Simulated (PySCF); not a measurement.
Screening by computed properties: pick the candidate that meets the target.

All species are isolated and taken at one optimised geometry, non-relativistic unless stated. Electronic properties by PySCF.

Dipoles, sizes and rotational constants follow the conformer. The torsions of the flexible species, by atom-mapped SMILES:
- `[NH2:1][C:2](=[O:3])[C@@H:4]1[CH:5]=[CH:6][O:7][CH2:8]1`: N1–C2–C4–C5 -72°, H–N1–C2–O3 -178°, H–N1–C2–O3 -3°
- `[CH3:1][c+:2]1[cH:3][c:4]1-[n:5]1[cH:6][cH:7][cH:8][cH:9]1`: C3–C4–N5–C6 180°
- `[CH2:1]=[C:2](/[CH:3]=[N:4]/[CH3:5])[C:6](=[O:7])[OH:8]`: C1–C2–C3–N4 -3°, C1–C2–C6–O7 -173°, H–O8–C6–C2 180°
- `[CH3:1][SiH2:2][SiH2:3][CH:4]([CH3:5])[CH3:6]`: C1–Si2–Si3–C4 59°, Si2–Si3–C4–C5 180°
- `[CH3:1][CH2:2][C:3](=[O:4])[O:5][CH2:6][C:7]#[N:8]`: C1–C2–C3–O4 44°, C2–C3–O5–C6 -178°, C3–O5–C6–C7 114°
- `[CH3:1][CH:2]([CH3:3])[SiH2:4][CH2:5][SiH3:6]`: C1–C2–Si4–C5 62°, C2–Si4–C5–Si6 180°

Question: Wanted: HOMO–LUMO gap between 5.1 eV and 6 eV (PBE0/def2-SVPD) and electronic spatial extent ⟨r²⟩ about the centre of nuclear charge below 1310 bohr² (PBE0/def2-SVPD), at GFN2-xTB geometries. Which candidate meets both?
A. `C[c+]1cc1-n1cccc1`
B. `CC(C)[SiH2]C[SiH3]`
C. `C=C(/C=N/C)C(=O)O`
D. `C[SiH2][SiH2]C(C)C`
E. `NC(=O)[C@@H]1C=COC1`
F. `CCC(=O)OCC#N`

Answer: C. Computed values:
```
            species  HOMO–LUMO gap  electronic spatial extent ⟨r²⟩ about the centre of nuclear charge
  C[c+]1cc1-n1cccc1        4.94 eV                                                         1296 bohr²
  C=C(/C=N/C)C(=O)O        5.29 eV                                                         1197 bohr²
NC(=O)[C@@H]1C=COC1        6.51 eV                                                          908 bohr²
 C[SiH2][SiH2]C(C)C        7.86 eV                                                         1333 bohr²
 CC(C)[SiH2]C[SiH3]        8.11 eV                                                         1442 bohr²
       CCC(=O)OCC#N        8.24 eV                                                         1268 bohr²
```

Question: Wanted: lowest singlet excitation between 3.9 eV and 6 eV (TDDFT PBE0/def2-SVPD) and smallest rotational constant above 0.97 GHz (GFN2-xTB), at GFN2-xTB geometries. Which candidate meets both?
A. `C[SiH2][SiH2]C(C)C`
B. `C[c+]1cc1-n1cccc1`
C. `NC(=O)[C@@H]1C=COC1`
D. `C=C(/C=N/C)C(=O)O`

Answer: C. Computed values:
```
            species  lowest singlet excitation  smallest rotational constant
  C=C(/C=N/C)C(=O)O                    3.80 eV                     0.934 GHz
  C[c+]1cc1-n1cccc1                    3.95 eV                     0.856 GHz
NC(=O)[C@@H]1C=COC1                    5.34 eV                     1.331 GHz
 C[SiH2][SiH2]C(C)C                    6.75 eV                     1.011 GHz
```

Question: Wanted: HOMO energy between -7.6 eV and -7 eV (PBE0/def2-SVPD) and static isotropic polarisability below 86 au (PBE0/def2-SVPD), at GFN2-xTB geometries. Which candidate meets both?
A. `C[c+]1cc1-n1cccc1`
B. `C[SiH2][SiH2]C(C)C`
C. `NC(=O)[C@@H]1C=COC1`
D. `C=C(/C=N/C)C(=O)O`

Answer: D. Computed values:
| species | HOMO energy | static isotropic polarisability |
| --- | --- | --- |
| C[c+]1cc1-n1cccc1 | -11.02 eV | 92.5 au |
| C[SiH2][SiH2]C(C)C | -7.78 eV | 107.6 au |
| C=C(/C=N/C)C(=O)O | -7.38 eV | 78.8 au |
| NC(=O)[C@@H]1C=COC1 | -6.39 eV | 70.5 au |
